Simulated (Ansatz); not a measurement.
Harmonic frequencies (cm⁻¹) at PBE0-D4/def2-TZVP from Ansatz: 32, 110, 168, 228, 246, 457, 629, 920, 954, 1023, 1198, 1250, 1402, 1437, 1491, 1499, 3031, 3033, 3081, 3092, 3120.

Each molecule was computed in one conformer, which needn't be the lowest.

Q: Which molecule is it?
A. `C=[CH][SnH2][Br]`
B. `C[CH2][Sn][Br]`
C. `C[O][Sn][OH]`
D. `C[CH2][Sn][F]`

A: B.
